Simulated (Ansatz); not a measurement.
This Ansatz (a program for electronic structure) input (CCSD(T)/def2-QZVPPD) gives -1923.31283 Eh with 95 basis functions. A basis named .json is the Basis Set Exchange file of that set (core-valence sets with the plain set on hydrogen).

Ansatz 0.2 input:
```yaml
crystal:
  periodic: [false, false, false]
  atoms:
    - {symbol: Ga, position_ang: [0.00000000, 0.00000000, 0.00000000]}
basis:
  gaussian:
    orbitals: def2-QZVPPD.json
magnetization: {spin_polarized: true, initial_magnetization: 1}
correlation: {method: ccsd_t, electrons: outside_noble_gas}
scf: {lower_state_search: full}
```

Change:
```diff
- orbitals: def2-QZVPPD.json
+ orbitals: 6-31G*
```

### Question
What does the run give now?

### Answer
-1922.98843 Eh (CCSD(T)/6-31G*, 35 functions), a change of +324.40 mEh.
